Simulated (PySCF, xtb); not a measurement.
Si(F)3(OH) (F3HOSi), SMILES [Si](F)(O)(F)F. Atoms are numbered in the order given.

```xyz
6

O     -0.1096     1.6394     0.0000
Si    -0.0081     0.0054     0.0000
F      0.7685    -0.5668     1.2933
F     -1.5074    -0.5698     0.0000
F      0.7685    -0.5668    -1.2933
H      0.7239     2.1401     0.0000
```
Charge 0, spin multiplicity 1.

Coordinates come from a PBE-D3(BJ)/def2-SVP optimisation. One conformer was computed; it need not be the lowest.

Level of theory: C-PCM-PBE0/def2-SVP (PySCF).

The values are the electrostatic part of the solvation free energy, E(continuum) − E(gas) at the gas-phase geometry, in a cavity of scaled van der Waals radii (PySCF's table); cavitation and dispersion terms are not included. In vacuum the orbital gap is 10.80 eV. The dipole moment in vacuum is 2.32 D.

```json
[
 {"solvent": "water", "ε": "78.36", "ΔG(elec) (kcal/mol)": "-5.9", "dipole (D)": "2.70", "gap (eV)": "10.91"},
 {"solvent": "chloroform", "ε": "4.71", "ΔG(elec) (kcal/mol)": "-4.6", "dipole (D)": "2.62", "gap (eV)": "10.90"},
 {"solvent": "toluene", "ε": "2.37", "ΔG(elec) (kcal/mol)": "-3.3", "dipole (D)": "2.53", "gap (eV)": "10.89"}
]
```

For comparison, GFN2-xTB/ALPB(water) (xtb, at the GFN2-xTB geometry, all terms of that model) gives -4.8 kcal/mol.
